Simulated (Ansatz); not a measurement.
H₂Br₂, singlet: a pair in one relaxed arrangement.

The input file, in.yaml:

```yaml
crystal:
  periodic: [false, false, false]
  atoms:
    - {symbol: Br, position_ang: [0.489700, -0.563325, -2.250921]}
    - {symbol: H, position_ang: [0.068143, -0.531453, -0.886439]}
    - {symbol: Br, position_ang: [-0.559392, -0.103328, 1.626155]}
    - {symbol: H, position_ang: [0.001550, 1.198205, 1.511205]}
basis:
  gaussian: {orbitals: "def2-TZVPPD.json"}
hamiltonian: {xc: {name: wB97M-V}}
```

The basis file named in the input lies beside it (Basis Set Exchange, JSON).

Launched with

```bash
ansatz run in.yaml --threads 2 --pin off --events-out ev --progress --plain --max-ram 5222MiB
```

What Ansatz 0.2.0 printed:

```
Functional definition: wB97M-V
  name "wB97M-V"
  cite "Mardirossian & Head-Gordon, J. Chem. Phys. 144, 214110 (2016) doi:10.1063/1.4952647"
  cite "Becke, J. Chem. Phys. 107, 8554 (1997) doi:10.1063/1.475007"
  cite "Vydrov & Van Voorhis, J. Chem. Phys. 133, 244103 (2010) doi:10.1063/1.3521275"
  # Of w^i u^j: cxij and so on, Table III.
  parameter omega = 0.3/bohr
  parameter cx = 0.15
  parameter cx01 = 1.007
  parameter cx10 = 0.259
  parameter css00 = 0.443
  parameter css04 = -1.437
  parameter css10 = -4.535
  parameter css20 = -3.390
  parameter css43 = 4.278
  parameter cos00 = 1.000
  parameter cos10 = 1.358
  parameter cos20 = 2.924
  parameter cos21 = -8.812
  parameter cos60 = -1.390
  parameter cos61 = 9.142
  parameter b = 6.0
  parameter c = 0.01
  gx(w, u) = 1 - cx + cx01*u + cx10*w
  gss(w, u) = css00 + css04*u^4 + css10*w + css20*w^2 + css43*w^4*u^3
  gos(w, u) = cos00 + cos10*w + (cos20 + cos21*u)*w^2 + (cos60 + cos61*u)*w^6
  exchange = spin_sum(e_x_unif_sr(omega)*gx(b97_w, b97_u_x)) + cx*exact_x_sr(omega) + exact_x_lr(omega)
  correlation = spin_sum(e_c_pw_mod_same_spin*gss(b97_w, b97_u_same))
      + integral(e_c_pw_mod_opposite_spin*gos(b97_w_opposite, b97_u_opposite)) + vv10(b, c)
1016 factors; their error is unknown
201 factors; integrals over basis functions are off by at most 9.7e-5 eV
mean field evaluation 1: about -140116.6225 eV, gradient 1.1e1 eV
mean field evaluation 2: about -140117.0026 eV, gradient 5.7e0 eV
mean field evaluation 4: about -140117.0900 eV, gradient 4.4e-1 eV
mean field evaluation 8: about -140117.4702 eV, gradient 3.9e-1 eV
mean field evaluation 16: about -140117.4703 eV, gradient 1.9e-5 eV
mean field -140117.47031499 eV, -5149.2220590435 hartree, gradient 1.9e-5 eV, S^2 0.000000; 0 other end points of the search recorded, 0 dependent functions left out
reference -140117.47038445 eV, -5149.2220615958 hartree; 36, 36 occupied and 112, 112 virtual orbitals, 1016 factors
Total energy: -140117.47038445 eV, -5149.2220615958 hartree
```

The run took about 8.5 s on 2 CPU threads of an Arm Neoverse V1 (shared host).
